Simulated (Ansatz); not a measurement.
Cost and result for the atomization energy of GeH8N2OSi (`[NH2][GeH2][SiH](N)O`) (13 atoms, 12 bonds).

```xyz
13

N     1.411   -2.019    0.940
Ge   -0.008   -1.443   -0.106
Si   -0.468    0.889    0.112
N    -1.243    1.491   -1.286
O     1.044    1.492    0.431
H     2.138   -1.317    1.001
H     1.119   -2.232    1.885
H    -1.217   -2.315    0.284
H     0.352   -1.752   -1.577
H    -1.392    1.256    1.223
H    -0.939    1.281   -2.222
H    -1.921    2.233   -1.258
H     1.124    2.437    0.573
```

Total charge 0; spin multiplicity 1. Correlated methods include outer-core shells of Ge, which these sets cover unevenly. Scalar relativity is left out up to krypton. All single points use the PBE0-D4/def2-TZVP geometry. It is one conformer, not always the lowest. Program: Ansatz. All runs use 2 threads of an AMD EPYC 7R13 on a shared host and a share of an NVIDIA H100 80 GB. Times are those of one run each, without the atoms' runs, and a repeat can differ threefold. Electronic energies, without spin–orbit coupling; frozen cores. CCSD(T)/CBS adds CCSD(T) − MP2 in def2-TZVPP to the MP2 limit, and its time is that of the two runs behind it. T1 = 0.012. With those shells the extrapolation isn't a true limit. B3LYP takes the VWN-RPA correlation (the form of Gaussian; ORCA's B3LYP/G).

CCSD(T)/CBS is a level of theory with its own doubt, some kJ/mol a heavy atom from the limit and from the frozen cores, so smaller differences don't rank the functionals.

| level | functions | wall time | atomization (kcal/mol) | difference from CCSD(T)/CBS | per bond |
| --- | --- | --- | --- | --- | --- |
| MP2/def2-QZVPP | 570 | 5.5 s | 1028.5 | -4.7 | -0.4 |
| PBE0-D4/def2-TZVPP | 295 | 6.5 s | 1017.8 | -15.4 | -1.3 |
| B3LYP-D4/def2-TZVPP (with forces) | 295 | 7 s | 1028.3 | -4.9 | -0.4 |
| B2PLYP/def2-TZVPP | 295 | 7 s | 1015.4 | -17.8 | -1.5 |
| CCSD(T)/def2-TZVPP | 295 | 8 s | 1000.7 | -32.5 | -2.7 |
| ωB97M-V/def2-TZVPP (with forces) | 295 | 10 s | 1029.8 | -3.4 | -0.3 |
| ωB97X-V/def2-TZVPP | 295 | 11 s | 1035.4 | 2.2 | 0.2 |
| PBE-D4/def2-TZVPP (with forces) | 295 | 12 s | 1037.5 | 4.3 | 0.4 |
| CCSD(T)/CBS(def2) | – | 14 s | 1033.2 | 0.0 | 0.0 |
| r2SCAN-D4/def2-TZVPP (with forces) | 295 | 17 s | 1023.7 | -9.5 | -0.8 |

The D4 term adds +10.7 kcal/mol with B3LYP and +5.7 kcal/mol with PBE0; it sums over pairs of atoms, weighted by their polarisabilities, and B3LYP, whose exchange is more repulsive, gets the larger term. In def2-TZVPP, CCSD(T) changes the Hartree–Fock value by +297.2 kcal/mol (the triples alone add +15.1 kcal/mol) and MP2 by +305.7 kcal/mol; breaking electron pairs costs correlation energy, which Hartree–Fock lacks. From PBE to PBE0 (25 % exact exchange), in def2-TZVPP and without D4, the atomization energy moves by −18.8 kcal/mol: exact exchange takes away binding that semilocal exchange gives to molecules.
